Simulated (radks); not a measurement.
Results of a calculation; reference values are marked as such.
All-electron atom: Cu in [Ar] 3d10 4s1.

Code: a radial shooting solver on a logarithmic mesh with Libxc functionals. Model: scalar-relativistic Kohn-Sham, r2SCAN, spin-polarised, spherical densities, finite nucleus; open shells are filled with parallel spins first; meta-GGA in the generalised Kohn-Sham scheme; Fermi nuclear charge, rms radius 3.8823 fm.

Energy parts (hartree):
total: -1655.11154
kinetic: 1679.76442
electron-nucleus: -3985.73857
Hartree: 718.67616
exchange-correlation: -67.81354

Orbitals (lengths in bohr, moments of r in powers of bohr):
| orbital | occ. | eigenvalue (hartree) | <r^4> |
|---|---|---|---|
| 1s up | 1 | -326.2744 | 0.00003448 |
| 1s down | 1 | -326.2733 | 0.00003448 |
| 2s down | 1 | -39.41952 | 0.007378 |
| 2s up | 1 | -39.41678 | 0.007377 |
| 2p down | 3 | -33.95448 | 0.005528 |
| 2p up | 3 | -33.95272 | 0.005526 |
| 3s down | 1 | -4.35316 | 0.5601 |
| 3s up | 1 | -4.34961 | 0.5624 |
| 3p down | 3 | -2.73206 | 0.7856 |
| 3p up | 3 | -2.72907 | 0.7953 |
| 4s up | 1 | -0.19486 | 171.2 |
| 3d up | 5 | -0.18591 | 10.17 |
| 3d down | 5 | -0.18053 | 7.952 |
| 4s down | 0 | -0.12923 | 220.7 |

The highest occupied level is 3d down at -4.913 eV. The density falls to 0.001 e/bohr^3 at r = 4.09 bohr. Summed over all electrons, <r^2> = 30.89 bohr^2, which gives a Langevin (diamagnetic) susceptibility term of -24.5 x 10^-6 cm^3/mol. The electron density at the nucleus is 2.239e+04 e/bohr^3 (large components only). The spin density at the nucleus is 6.808 e/bohr^3 (1s 0.088, 2s 0.150, 3s -0.060, 4s 6.630).
